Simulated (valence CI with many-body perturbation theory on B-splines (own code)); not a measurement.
# Questions on Nb X

Computed by valence CI with perturbative core correlation (CI+MBPT): four valence electrons over a frozen Dirac-Fock core [Ar] 3d10, a basis of 9 s, 9 p, 8 d, 6 f, 3 g, 1 h functions for each j, with the one-electron correlation potential Σ1, the two-electron term Σ2, the three-electron term Σ3, Breit, model QED; selected CI, second order for the rest (own B-spline code, finite nucleus).

No measured levels were compared; by estimate levels hold to about 250 cm⁻¹ or 0.2 % of their energy and the worst to 1 %, as in measured heavy ions of charge 2 to 7; those with d or f electrons hold less well.

Rates and lifetimes use the calculated energies. Strong lines usually hold to 10 to 20 %, long lifetimes can be off by a factor of two.

(1) What is the ground level?

(2) How is the term ³P of the ground level split?

(3) How well does LS coupling describe the low levels?

(4) Name the longest-lived excited levels whose lifetime is computed, and their main decay.

(5) Where does the other parity begin?

(6) Among levels below 63.902 eV, which E1 lines absorb most strongly from the ground level?

(7) What is the ionisation energy?

## Answers

(1) 4s²4p² ³P_0, composition 89 % 4s²4p² ³P + 9 % 4s²4p² ¹S.

(2) J = 0 at 0.000, J = 1 at 1.765, J = 2 at 2.831 eV.

(3) Among the lowest 20 levels the leading LS term, summed over configurations, holds 84 % on average. For single configurations the figures are 78 % in LS and 72 % in jj coupling. Terms mix most in the J = 2 level at 47.263 eV, where the leading one holds 47 %.

(4) 4s²4p² ³P_2 at 2.831 eV lives 156 ms, mostly by M1 to 4s²4p² ³P_1; 4s²4p² ³P_1 at 1.765 eV lives 21.1 ms, mostly by M1 to 4s²4p² ³P_0; 4s²4p² ¹D_2 at 5.806 eV lives 4.17 ms, mostly by M1 to 4s²4p² ³P_1. The lifetime of 4s²4p4d ³F°_4 is too uncertain to give, and may be longer.

(5) At 4s4p³ ⁵S°_2, 22.528 eV.

(6) to 4s²4p4d ³D°_1 at 25.65 nm, f = 2.14; to 4s4p³ ³S°_1 at 32.42 nm, f = 0.276; to 4s4p³ ³D°_1 at 43.73 nm, f = 0.211.

(7) 180.39 eV; NIST lists 180 ± 2.2 eV (theoretical).
